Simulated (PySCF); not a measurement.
A side-by-side comparison of computed properties.

First species: C6H9FOSi.
Geometry (GFN2-xTB, Å), atoms numbered from 1 in this order:
```xyz
18
C6H9FOSi angstrom
C      3.9701   -0.1244   -0.3787
C      2.5834    0.2647   -0.2878
C      1.4261    0.5932   -0.2074
Si    -0.3422    1.0909   -0.1356
O     -1.0422    0.8700    1.3272
C     -1.9424   -0.2112    1.3960
C     -2.5563   -0.4385    0.0126
C     -1.4468   -0.2283   -1.0107
F     -0.7524   -1.4203   -1.1961
H      4.5893    0.7530   -0.5644
H      4.2879   -0.5928    0.5522
H      4.1024   -0.8334   -1.1956
H     -0.6146    2.4550   -0.5712
H     -1.3987   -1.1042    1.7220
H     -2.7010    0.0333    2.1440
H     -2.9928   -1.4341   -0.0651
H     -3.3308    0.3089   -0.1649
H     -1.8476    0.0246   -1.9950
```

Second species: C7H8OP2.
Z-matrix (Å and degrees, GFN2-xTB geometry), rows numbered from 1:
```
C 
C   1  1.5083
O   2  1.2040  1  123.59
C   2  1.5049  1  113.49  3   178.64
C   4  1.3858  2  114.78  1   -79.26
P   5  1.7327  4  128.80  2  -179.55
C   6  1.7277  5  102.32  4    -0.33
P   7  1.7255  6  131.67  5     0.58
C   4  1.3895  2  117.91  1   101.35
C   9  1.5042  4  119.02  2    -0.49
H   1  1.0879  2  110.12  3   129.74
H   1  1.0888  2  109.10  3  -112.32
H   1  1.0867  2  110.29  3     7.77
H   5  1.0851  4  116.65  2    -0.41
H   7  1.0869  6  114.53  5  -179.90
H  10  1.0910  9  110.83  4   -66.15
H  10  1.0891  9  110.81  4    53.37
H  10  1.0891  9  110.33  4   173.94
```

Levels: PBE0/pcSseg-1 for HOMO energy, LUMO energy and HOMO–LUMO gap. Geometries: GFN2-xTB. Each structure is a single optimised conformer of the isolated species, non-relativistic unless stated. Electronic properties by PySCF.

Dipoles, sizes and rotational constants follow the conformer. The torsions of the flexible species, by atom-mapped SMILES:
- `[CH3:1][C:2](=[O:3])[c:4]1[cH:5][p:6][cH:7][p:8][c:9]1[CH3:10]`: C1–C2–C4–C5 -79°

The conformers of `CC#C[Si@@H]1OCC[C@@H]1F` aren't listed.

Values for the first species:

```
HOMO energy   : -7.55 eV
LUMO energy   : -0.11 eV
HOMO–LUMO gap : 7.44 eV
```

Q: Estimate the same properties for the second species, and the change in each.

A: 
```json
{"property": "HOMO energy", "first": "-7.55 eV", "second": "-7.31 eV", "second less first": "+0.24 eV"}
{"property": "LUMO energy", "first": "-0.11 eV", "second": "-2.19 eV", "second less first": "-2.08 eV"}
{"property": "HOMO–LUMO gap", "first": "7.44 eV", "second": "5.12 eV", "second less first": "-2.32 eV"}
```

